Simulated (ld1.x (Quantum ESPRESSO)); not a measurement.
## Logarithmic derivatives: hydrogen, TM

ld1.x (Quantum ESPRESSO) 7.5 input, shortened:

```
&input
   title='H', zed=1., rel=1, dft='PBE', iswitch=3,
   config='1s1'
 /
 &inputp
   pseudotype=2, tm=.true., lloc=-2, rcloc=0.70,
   nlcc=.false.
 /
1
1S  1  0   1.00   0.00  0.85  0.85  0.0
 &test
   configts(1)='1s1'
 /
```

The phase is arctan(r·u′/u) with u = r·R(r), unwrapped; energies in Ry, scanned from -2 to 5 Ry. A pole is an energy at which the radial function vanishes at the test radius. The pseudo phase is shifted by a multiple of π to meet the all-electron one at the reference energy, and phase errors are pseudo minus all-electron; the curves can meet again beyond the range given. Levels narrower than the energy grid can be missing from the lists of poles.

| channel | radius (bohr) | reference energy (Ry) | poles, all-electron | poles, pseudo | unbroken range about the reference energy with phases within 0.05 rad | phase error 1 Ry above the reference energy (rad) |
| --- | --- | --- | --- | --- | --- | --- |
| s | 0.94 | -0.48 | none | none | the whole range | +0.000 |

Phases in the s channel:

```csv
E (Ry),all-electron,pseudo
-2.00,0.639,0.639
-1.52,0.506,0.507
-1.04,0.336,0.336
-0.56,0.121,0.121
-0.08,-0.130,-0.130
0.40,-0.394,-0.394
0.88,-0.638,-0.638
1.36,-0.842,-0.841
1.84,-1.002,-1.002
2.32,-1.127,-1.126
2.80,-1.225,-1.224
3.28,-1.303,-1.302
3.76,-1.366,-1.365
4.24,-1.419,-1.417
4.72,-1.463,-1.461
```
